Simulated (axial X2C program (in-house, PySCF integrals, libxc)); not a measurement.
## AlCd: bond constants with and without spin–orbit coupling

Computed with an in-house relativistic program for diatomic molecules. Spin-free means the one-electron spin-free X2C Hamiltonian; two-component (2c) means X2C with spin–orbit coupling and atomic mean-field two-electron Coulomb and Gaunt terms, so the difference of the two also holds small scalar two-electron terms. Basis: Cd dyall-cv3z [12s12p8d5f3g], Al dyall-v3z [8s8p2d1f] (cores contracted in-house); Gaussian nuclei, density fitting, unrestricted open shells. Masses: Cd 113.903 u, Al 26.982 u.

Input:
```json
{"zs": [48, 13], "q": 0, "bas": ["dyall-cv3z", "dyall-v3z"], "levels": ["PBE0", "HF", "TPSS"], "cc": true, "r0": 2.62, "thr": -2.0, "nmax": 90, "npts": 10, "nst": 2, "ntry": 6}
```
```bash
python so2c.py task.json out
```

Keys: zs atomic numbers; q charge; bas basis sets; levels methods; cc coupled cluster on or off; r0 starting distance in Å; thr threshold in hartree for freezing inner shells (an s shell follows its p shell); nmax most natural virtual spinors; npts points on the curve; nst determinants followed; ntry starts of the search. HF also brings MP2.

State, spin-free: M_S = 1/2, Λ = 1 (beyond evenly filled blocks: π+α); electrons by block: σα: 14, σβ: 14, π+α: 7, π+β: 6, π-α: 6, π-β: 6, δ+α: 2, δ+β: 2, δ-α: 2, δ-β: 2. Fragments: Cd + Al.

State, 2c: Ω = 1/2 (⟨Sz⟩ = -0.50, ⟨Lz⟩ = 1.00 at PBE0); electrons by block: 1/2: 21, -1/2: 20, 3/2: 8, -3/2: 8, 5/2: 2, -5/2: 2. Fragments: Cd + Al.

| Hamiltonian | level | Re (Å) | ωe (cm⁻¹) | ωexe (cm⁻¹) | αe (cm⁻¹) | De (eV) | D0 (eV) | μ (D) |
| --- | --- | --- | --- | --- | --- | --- | --- | --- |
| spin-free | PBE0 | 2.846 | 149.8 | 1.61 | 0.00111 | 0.315 | 0.305 | -0.93 |
| spin-free | TPSS | 2.807 | 160.4 | 1.55 | 0.00106 | 0.282 | 0.272 | -0.99 |
| 2c | PBE0 | 2.834 | 152.5 | 1.62 | 0.0011 | 0.331 | 0.322 | -0.88 |
| 2c | TPSS | 2.796 | 163.1 | 1.56 | 0.00105 | 0.300 | 0.290 | -0.93 |

Dipoles are positive if Al is the positive end.

The state is one determinant whose occupation by symmetry is held fixed; it was picked as the lowest of a PBE0 search that is not exhaustive. De is counted from the lowest determinant-based energies of the atoms at the same level, without counterpoise correction. Density functionals use the spin component along the axis (collinear). The 2c atoms are single determinants rather than J levels; their spin–orbit lowering is only partly caught, and De is too large by that part. This holds for PBE0, TPSS. PBE0 can misorder states that lie within some tenths of an eV, so this need not be the ground state of the molecule. The nearest other spin-free determinant of the search, M_S = 1/2, Λ = 0, lies 0.30 eV up at the distance of the search. The functionals have no current-density term, which raises determinants with orbital currents, atoms included. The atomic limit has a lower orbital projection than the molecule and lies lower at mean-field level, so De may be about a tenth of an eV too small.

No reliable constants came from CCSD (spin-free), CCSD(T) (spin-free), HF (2c), HF (spin-free), MP2 (2c), MP2 (spin-free): no minimum in range, unconverged points, a curve that is not smooth, a change of character along it, or the two Hamiltonians disagreeing along it.

Rough cost a point (2c) on 1 thread(s) of a shared host, integrals apart: PBE0 0.7 s, TPSS 0.6 s.

The whole task took 2.2 min on 1 thread of Arm Neoverse V2, with other jobs on the host.
